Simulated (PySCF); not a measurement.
## Interval between two levels of Ag(3+) by level of theory

Ag(3+) [Kr] 4d8 [3F4, M_J = 4] → Ag(3+) [Kr] 4d7 5p1 [5G6, M_J = 6], as a difference of total energies. Computed with PySCF 2.14 in x2c-TZVPall-2c with one added diffuse shell each of s, p, d type (9s10p8d1f, 86 functions), with the two-component X2C-1e Hamiltonian. Correlated levels: [Ar] 3d10 frozen; the 6 highest virtual spinors dropped. "Screened" scales the spin-orbit matrix elements by Boettger's factors to mimic the two-electron term; Breit and QED terms are absent.

| method | interval between two levels (cm⁻¹) |
| --- | --- |
| GHF (spin-free) | 159140 |
| GMP2 (spin-free) | 162520 |
| GHF (screened spin-orbit) | 160000 |
| GMP2 (screened spin-orbit) | 163430 |

The labels give the starting determinants; with spin-orbit coupling the two ends relaxed to ⟨J²⟩ = 20.01, ⟨L²⟩ = 12.08, ⟨S²⟩ = 2.00 and ⟨J²⟩ = 42.01, ⟨L²⟩ = 20.34, ⟨S²⟩ = 5.88.
